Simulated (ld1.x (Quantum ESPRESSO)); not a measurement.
# Configuration tests for samarium (Sm) (TM)

ld1.x (Quantum ESPRESSO) 7.5 input, shortened:

```
&input
   title='Sm', zed=62., rel=1, dft='PBE', iswitch=3,
   config='[Xe] 4f6 5d0 6s1 6p0'
 /
 &inputp
   pseudotype=2, tm=.true., lloc=2,
   nlcc=.true., new_core_ps=.true., rcore=1.05
 /
4
5S  1  0   2.00   0.00  2.25  2.25  0.0
5P  2  1   6.00   0.00  2.85  2.85  0.0
4F  4  3   6.00   0.00  1.65  1.65  0.0
5D  3  2   0.00   0.00  2.90  2.90  0.0
 &test
   configts(1)='4f6 5s2 5p6 5d0 6s1 6p0'
 /
```

Occupied shells without a wave of their own: 6s. They enter only through the test configuration that unscreens the potential, and ld1.x also counts them in the model core charge.

Energies are relative to the spin-unpolarised reference configuration 4f6 5s2 5p6 5d0 6s1 6p0; without spin polarisation the order of configurations can differ from experiment.

ld1.x takes every shell without a wave as core, so the model core holds the 6s electrons as well and exchange and correlation see them twice. This cancels in the reference configuration, but the file is broken for other ones, and its errors say nothing about a proper core correction.

```tsv
valence configuration	charge	ΔE all-electron (eV)	error AE − PS (meV)
4f6 5s2 5p6 5d0 6s2 6p0	0	-5.946	-451
4f6 5s2 5p6 5d0 6s0 6p0	+2	11.089	+550
4f5 5s2 5p6 5d0 6s0 6p0	+3	34.932	+1073
4f6 5s2 5p6 5d0 6s1.5 6p0	+0.5	-3.578	-234
4f6 5s1 5p6 5d0 6s2 6p0	+1	42.774	-813
4f6 5s2 5p6 5d0 6s1 6p1	0	-3.506	-42
4f7 5s2 5p6 5d0 6s0 6p0	+1	2.078	+320
```

The potential misses its own reference levels by up to 0.5 eV.
